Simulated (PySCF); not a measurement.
**Deuteron quadrupole couplings in `C#C[SiH2]O[SiH](O[SiH3])O[SiH3]`**

Species: C₂H₁₀O₃Si₄.
Numbering: `[CH:1]#[C:2][SiH2:3][O:4][SiH:5]([O:6][SiH3:7])[O:8][SiH3:9]` (hydrogens: H10 on C1; H11, H12 on Si3; H13 on Si5; H14, H15, H16 on Si7; H17, H18, H19 on Si9)

Structure used (GFN2-xTB), in Å, numbered top down from 1:
```
atom  x, y, z in Å
C1     3.2389    1.5185    0.5674
C2     2.7415    0.6013   -0.0306
Si3    1.9603   -0.7997   -0.9623
O4     0.6013   -0.2914   -1.6941
Si5   -0.9414    0.1390   -1.5193
O6    -1.7802   -1.0856   -0.8870
Si7   -1.8458   -2.2183    0.2688
O8    -1.0515    1.4267   -0.5583
Si9   -0.9871    2.0155    0.9506
H10    3.6782    2.3197    1.0904
H11    2.7988   -1.1918   -2.0947
H12    1.6504   -1.8770   -0.0156
H13   -1.4865    0.4629   -2.8125
H14   -1.0257   -3.3506   -0.1683
H15   -1.3499   -1.6873    1.5414
H16   -3.2682   -2.5463    0.3165
H17   -2.1506    1.5225    1.6917
H18    0.2538    1.5938    1.6020
H19   -1.0461    3.4573    0.7217
```

Level: PBE0/pcSseg-1 (PySCF, non-relativistic); Q(2H) = 0.00286 b; rigid geometry, the same for H and D, with no vibrational averaging.

Question: Rank these positions by the coupling χzz of a deuteron there, largest first.
A. H10 (alkyne hydrogen)
B. H13 (Si–H hydrogen)
C. H17 (Si–H hydrogen)

Answer: A (259 kHz), B (116 kHz), C (106 kHz).

Q: Tabulate Vzz, the asymmetry η and χzz = 234.96 MHz × Q × Vzz for every hydrogen position.

A: 
```json
{"atom": "H10", "bonded to": "C1", "bond length (Å)": "1.053", "Vzz (au)": "0.3851", "η": "0.00", "χzz (kHz)": "259"}
{"atom": "H11", "bonded to": "Si3", "bond length (Å)": "1.463", "Vzz (au)": "0.1587", "η": "0.00", "χzz (kHz)": "107"}
{"atom": "H12", "bonded to": "Si3", "bond length (Å)": "1.467", "Vzz (au)": "0.1544", "η": "0.04", "χzz (kHz)": "104"}
{"atom": "H13", "bonded to": "Si5", "bond length (Å)": "1.440", "Vzz (au)": "0.1730", "η": "0.00", "χzz (kHz)": "116"}
{"atom": "H14", "bonded to": "Si7", "bond length (Å)": "1.465", "Vzz (au)": "0.1583", "η": "0.03", "χzz (kHz)": "106"}
{"atom": "H15", "bonded to": "Si7", "bond length (Å)": "1.465", "Vzz (au)": "0.1569", "η": "0.05", "χzz (kHz)": "105"}
{"atom": "H16", "bonded to": "Si7", "bond length (Å)": "1.461", "Vzz (au)": "0.1618", "η": "0.02", "χzz (kHz)": "109"}
{"atom": "H17", "bonded to": "Si9", "bond length (Å)": "1.465", "Vzz (au)": "0.1583", "η": "0.03", "χzz (kHz)": "106"}
{"atom": "H18", "bonded to": "Si9", "bond length (Å)": "1.464", "Vzz (au)": "0.1571", "η": "0.05", "χzz (kHz)": "106"}
{"atom": "H19", "bonded to": "Si9", "bond length (Å)": "1.461", "Vzz (au)": "0.1618", "η": "0.02", "χzz (kHz)": "109"}
```

Q: Average by the element that carries the hydrogen.

A: on C: 259 kHz over 1 position, mean bond length 1.053 Å; on Si: 108 kHz over 9 positions, mean bond length 1.461 Å.

Q: How does χzz go with the bond length over the 9 Si–H bonds?

A: A straight-line fit has a slope of -4.4 kHz for each 0.01 Å, with a correlation coefficient of -0.98, over lengths from 1.440 to 1.467 Å. The longer bonds have the smaller couplings here.

Q: Give the 2H NMR doublet splittings at H10 for a magnetic field along the z, y and x axes of the gradient: 3χ/2, 3χ(1 + η)/4, 3χ(1 − η)/4.

A: With |χ| = 258.8 kHz and η = 0.005: 388, 195 and 193 kHz, to first order and without motion.

One conformer (not necessarily the lowest) at the GFN2-xTB geometry, without solvent, vibrations or thermal averaging. GFN2-xTB bond lengths can be off by several hundredths of an ångström, more for odd bonds, and the gradients follow them. With so small a basis the couplings can be 20 % off.
